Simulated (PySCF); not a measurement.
Br₂Hg, charge -1, doublet, at the geometry of the source list (a state made from the parent by changing its charge; the spin is typed, not shown lowest) (core potentials on Hg) (in this run its highest filled SCF level lies above zero, so its values depend strongly on the basis, on diffuse functions most of all); DF-TPSS/def2-SVP (PySCF).

PySCF was given this input:
```python
from pyscf import gto, scf, dft

mol = gto.M(
    atom='''
Hg   -0.00000000    0.00000000    0.00000000
Br   -0.22500000    1.90820000   -1.51100000
Br    0.22500000   -1.90820000    1.51100000
''',
    basis='def2-svp',
    ecp={'Hg': 'def2-svp'},
    charge=-1,
    spin=1,
    verbose=4,
)

mf = dft.UKS(mol)
mf.xc = 'tpss'
mf.grids.radi_method = dft.radi.gauss_chebyshev
mf = mf.density_fit(auxbasis='def2-universal-jkfit')
mf.kernel()
```

**Question.** Write the output that PySCF gives for this input, abridged.

**Answer.** 
```
PySCF version 2.14.0

[INPUT] verbose = 4
[INPUT] num. atoms = 3
[INPUT] num. electrons = 91
[INPUT] charge = -1
[INPUT] spin (= nelec alpha-beta = 2S) = 1
[INPUT] symmetry False subgroup None
[INPUT] Mole.unit = angstrom
[INPUT] Symbol           X                Y                Z      unit          X                Y                Z       unit  Magmom
[INPUT]  1 Hg     0.000000000000   0.000000000000   0.000000000000 AA    0.000000000000   0.000000000000   0.000000000000 Bohr   0.0
[INPUT]  2 Br    -0.225000000000   1.908200000000  -1.511000000000 AA   -0.425188378027   3.605975390895  -2.855376174218 Bohr   0.0
[INPUT]  3 Br     0.225000000000  -1.908200000000   1.511000000000 AA    0.425188378027  -3.605975390895   2.855376174218 Bohr   0.0

nuclear repulsion = 435.681420258185
number of shells = 36
number of NR pGTOs = 205
number of NR cGTOs = 96
basis = def2-svp
ecp = {'Hg': 'def2-svp'}

******** <class 'pyscf.df.df_jk.DFUKS'> ********
method = DFUKS
initial guess = minao
damping factor = 0
level_shift factor = 0
DIIS = <class 'pyscf.scf.diis.CDIIS'>
diis_start_cycle = 1
diis_space = 8
diis_damp = 0
SCF conv_tol = 1e-09
SCF conv_tol_grad = None
SCF max_cycles = 50
direct_scf = False
number electrons alpha = 46  beta = 45
XC library pyscf.dft.libxc version 7.1.2
    S. Lehtola, C. Steigemann, M. J. T. Oliveira, and M. A. L. Marques,  SoftwareX 7, 1–5 (2018)
XC functionals = tpss
    J. Tao, J. P. Perdew, V. N. Staroverov, and G. E. Scuseria,  Phys. Rev. Lett. 91, 146401 (2003)
    J. P. Perdew, J. Tao, V. N. Staroverov, and G. E. Scuseria,  J. Chem. Phys. 120, 6898 (2004)
    J. Tao, J. P. Perdew, V. N. Staroverov, and G. E. Scuseria,  Phys. Rev. Lett. 91, 146401 (2003)
    J. P. Perdew, J. Tao, V. N. Staroverov, and G. E. Scuseria,  J. Chem. Phys. 120, 6898 (2004)
radial grids: Gauss-Chebyshev [JCP 108, 3226 (1998); DOI:10.1063/1.475719) radial grids
becke partition: Becke, JCP 88, 2547 (1988); DOI:10.1063/1.454033
pruning grids: <function nwchem_prune>
grids dens level: 3
symmetrized grids: False
atomic radii adjust function: <function treutler_atomic_radii_adjust>
small_rho_cutoff = 0
Set gradient conv threshold to 3.16228e-05
tot grids = 62832
init E= -5287.45808455458

cycle= 1 E= -5299.64488933354  delta_E= -12.2  |g|= 1.59  |ddm|= 11.4

cycle= 2 E= -5283.81924783162  delta_E= 15.8  |g|=  4.6  |ddm|= 10.7
cycle= 3 E= -5301.02586236175  delta_E= -17.2  |g|= 0.241  |ddm|= 9.64
cycle= 4 E= -5301.03249988534  delta_E= -0.00664  |g|= 0.206  |ddm|= 0.787
cycle= 5 E= -5301.05864914186  delta_E= -0.0261  |g|= 0.0269  |ddm|= 0.307
cycle= 6 E= -5301.05896413792  delta_E= -0.000315  |g|= 0.0104  |ddm|= 0.0449
cycle= 7 E= -5301.05899904202  delta_E= -3.49e-05  |g|= 0.000983  |ddm|= 0.0161
cycle= 8 E= -5301.05899945158  delta_E= -4.1e-07  |g|= 0.000413  |ddm|= 0.00308
cycle= 9 E= -5301.05899957142  delta_E= -1.2e-07  |g|= 1.21e-05  |ddm|= 0.000798
cycle= 10 E= -5301.05899957155  delta_E= -1.28e-10  |g|= 3.3e-06  |ddm|= 3.36e-05
Extra cycle  E= -5301.05899957156  delta_E= -6.37e-12  |g|= 5.66e-06  |ddm|= 1.94e-05
converged SCF energy = -5301.05899957156  <S^2> = 0.75065351  2S+1 = 2.0006534
```
